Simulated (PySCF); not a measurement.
## State search for VF

Unrestricted PBE0; V def2-TZVPP, F def2-TZVPP; no relativity (PySCF 2.14). Outer shells of the fragments: V 3d3 4s2; F 2s2 2p5.

Followed along the bond (rough minima from three points):

```csv
2Ms+1,unpaired,⟨S²⟩ at the start,R at minimum (Å),Te (eV)
5,"σ ↑, π ↑, δ ↑↑",6.01,1.78,0.00
5,"σ ↑, π ↑↑, δ ↑",6.01,1.82,0.16
5,"σ ↑↑, δ ↑↑",6.01,1.82,0.68
3,"σ ↓, π ↑, δ ↑↑",2.96,1.78,0.80
5,"π ↑↑, δ ↑↑",6.00,1.87,0.82
3,"σ ↓, π ↑↑, δ ↑",3.00,1.82,0.96
```

Solutions found at the starting distance of 1.845 Å, counted from the lowest of them; the search is not exhaustive and high or unbound solutions are not listed, so other states can lie among these:

| 2Ms+1 | unpaired | term | E (eV) | ⟨S²⟩ | ⟨Lz²⟩ | μ (D) |
| --- | --- | --- | --- | --- | --- | --- |
| 5 | σ ↑, π ↑, δ ↑↑ | mixed | 0.00 | 6.01 | 1.30 | -3.82 |
| 5 | σ ↑, π ↑↑, δ ↑ | ⁵Δ | 0.13 | 6.01 | 4.00 | -3.59 |
| 5 | σ ↑↑, δ ↑↑ | ⁵Σ⁻ | 0.64 | 6.01 | 0.00 | -1.64 |
| 5 | π ↑↑, δ ↑↑ | ⁵Σ⁺ | 0.78 | 6.00 | 0.00 | -4.69 |
| 3 | σ ↓, π ↑, δ ↑↑ | mixed | 0.81 | 2.96 | 2.19 | -2.76 |
| 3 | σ ↓, π ↑↑, δ ↑ | mixed | 0.92 | 3.00 | 4.00 | -3.17 |
| 3 | δ ↑↑ | mixed | 0.99 | 2.81 | 0.00 | -2.08 |
| 5 | σ ↑↑, π ↑, δ ↑ | mixed | 1.07 | 6.00 | 3.38 | -2.41 |
| 5 | σ ↑↑, π ↑, δ ↑ | mixed | 1.24 | 6.00 | 5.01 | -1.66 |
| 3 | σ ↑, π ↓, δ ↑↑ | mixed | 1.27 | 3.01 | 1.12 | -4.04 |
| 3 | π ↑, δ ↑ | mixed | 1.44 | 2.62 | 5.09 | -2.79 |
| 1 | σ ↓, π ↓, δ ↑↑ | mixed | 1.54 | 1.94 | 3.29 | -3.04 |
| 1 | σ ↓, π ↑↓, δ ↑ | mixed | 1.62 | 2.00 | 6.04 | -3.02 |
| 3 | π ↑↓, δ ↑↑ | mixed | 2.03 | 3.00 | 2.11 | -4.29 |

A term symbol is given only where ⟨S²⟩ and ⟨Lz²⟩ are close to those of a pure state; real π, δ and φ orbitals otherwise mix terms. A positive dipole means V(−)F(+).

With d or f electrons several states lie close, and the lowest PBE0 determinant need not be the measured ground state.
